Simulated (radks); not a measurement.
The numbers below are computed, except where a source is named.
Problem. The mean radii <r> (bohr) of the occupied orbitals of an atom or ion are listed with their occupations. Code: a radial shooting solver on a logarithmic mesh with Libxc functionals. Model: Dirac Kohn-Sham, BLYP, spin-unpolarised, spherical densities, point nucleus.

| orbital | occ. | <r> |
|---|---|---|
| 1s1/2 | 1 | 0.03561 |
| 2s1/2 | 2 | 0.1445 |

Name the element and its charge. Open shells, if any, are shared by 2j + 1.

Solution. Z = 41, niobium, charge +38: Nb38+ in 1s1 2s2. The 1s radius gives Z: for a bare nucleus <r> = (2 gamma + 1)/(2Z) with gamma = sqrt(1 - (Z/c)^2), 0.03547 bohr for Z = 41, and screening makes it slightly larger (0.03561 here). The occupations add up to 3, and the charge is Z minus that.
